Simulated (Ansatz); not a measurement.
`[O]=[Mo]([OH])([F])([F])[Cl]` + H–F → `[O]=[Mo]([F])([F])([F])[Cl]` + H₂O  (ligand exchange at a Mo–O bond)

Isolated molecules relaxed with PBE0-D4/def2-TZVP in Ansatz; ΔE leaves out vibrations. CCSD(T)/CBS adds triple-zeta CCSD(T) − MP2 to the extrapolated MP2 energy (def2 sets, frozen cores). This one scheme is used for every species. Functionals use def2-TZVPP. HSE06 is defined as in plane-wave codes. def2 core potentials past Kr. For Mo outer-core shells are correlated without core-valence functions, which leaves a few kJ/mol of doubt a bond. Each species was taken in one conformer, which may not be the lowest.

`[O]=[Mo]([OH])([F])([F])[Cl]`:

Cartesian coordinates in Å:
```
O 1.806 0.546 0.272
Mo 0.351 -0.171 0.016
O -0.744 1.299 -0.223
F 0.135 -0.526 -1.789
F 0.745 -1.973 0.085
Cl -0.609 -0.515 2.059
H -1.684 1.341 -0.421
```

H–F:

Cartesian coordinates in Å:
```
F 0.001 0.097 0.450
H -0.001 -0.097 -0.450
```

`[O]=[Mo]([F])([F])([F])[Cl]`:

```xyz
6

O    -0.148    1.029    1.356
Mo    0.047    0.057    0.051
F    -0.339    1.163   -1.364
F     1.784    0.209   -0.526
F     0.609   -1.531    0.784
Cl   -1.953   -0.927   -0.300
```

H₂O:

Cartesian coordinates in Å:
```
O -0.297 0.057 0.244
H 0.457 -0.523 0.368
H -0.159 0.466 -0.612
```

| level | ΔE (kJ/mol) |
| --- | --- |
| LDA (SPW92) | -18.9 |
| HSE06-D4 | -19.3 |
| revPBE | -27.5 |
| BHLYP | -22.3 |

(1) What does CCSD(T)/CBS give? (An estimate is asked.)

Largest T1 diagnostic among the species: 0.024, so the coupled-cluster value is less sure than usual.

## Answers

(1) Ansatz gave: -14.9 kJ/mol. The listed levels differ from it by -4.0, -4.4, -12.6, -7.4 kJ/mol.

From BLYP to BHLYP (50 % exact exchange), in def2-TZVPP and without D4, ΔE moves by +6.3 kJ/mol. The D4 term adds +3.6 kJ/mol with B3LYP and +2.0 kJ/mol with PBE0; it sums over pairs of atoms, weighted by their polarisabilities, and B3LYP, whose exchange is more repulsive, gets the larger term.

B3LYP here is the variant with VWN-RPA as its local correlation; programs differ in this.
